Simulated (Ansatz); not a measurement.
Computed with Ansatz on PBE0-D4/def2-TZVP structures; ΔE is electronic, products minus reactants. CCSD(T)/CBS is the MP2 limit (def2-TZVPP, def2-QZVPP) plus CCSD(T) − MP2 in def2-TZVPP, frozen cores. This one scheme is used for every species. DFT in def2-TZVPP. Each species was taken in one conformer, which may not be the lowest.

Reaction (hydrogenolysis of the Si–O bond): `CO[Si]OC` + H₂ → `CO[SiH]` + CH₃OH

```json
{"level": "BLYP-D4", "ΔE (kJ/mol)": "138.7", "difference from CCSD(T)/CBS": "9.3"}
{"level": "PBE-QIDH", "ΔE (kJ/mol)": "125.4", "difference from CCSD(T)/CBS": "-4.0"}
{"level": "PBE", "ΔE (kJ/mol)": "121.4", "difference from CCSD(T)/CBS": "-8.0"}
{"level": "BLYP", "ΔE (kJ/mol)": "123.9", "difference from CCSD(T)/CBS": "-5.5"}
{"level": "r2SCAN0", "ΔE (kJ/mol)": "129.7", "difference from CCSD(T)/CBS": "0.3"}
{"level": "BHLYP", "ΔE (kJ/mol)": "122.3", "difference from CCSD(T)/CBS": "-7.1"}
{"level": "CCSD/def2-SVP", "ΔE (kJ/mol)": "107.2", "difference from CCSD(T)/CBS": "-22.2"}
{"level": "CCSD(T)/def2-SVP", "ΔE (kJ/mol)": "111.0", "difference from CCSD(T)/CBS": "-18.4"}
{"level": "CCSD(T)/def2-TZVPP", "ΔE (kJ/mol)": "125.9", "difference from CCSD(T)/CBS": "-3.5"}
{"level": "MP2/def2-QZVPP", "ΔE (kJ/mol)": "139.2", "difference from CCSD(T)/CBS": "9.8"}
{"level": "CCSD(T)/CBS", "ΔE (kJ/mol)": "129.4", "difference from CCSD(T)/CBS": "0"}
```

Largest T1 diagnostic among the species: 0.015.

In def2-TZVPP, CCSD(T) changes the Hartree–Fock value by +14.8 kJ/mol (the triples alone add +4.8 kJ/mol) and MP2 by +25.6 kJ/mol. Leaving LDA and LC-ωPBE aside and taking each functional with its dispersion term where it has one, the values, not all of them listed here, spread over 14.1 kJ/mol, from HSE06-D4 to BLYP-D4. LDA lies +11.6 kJ/mol from PBE without D4.
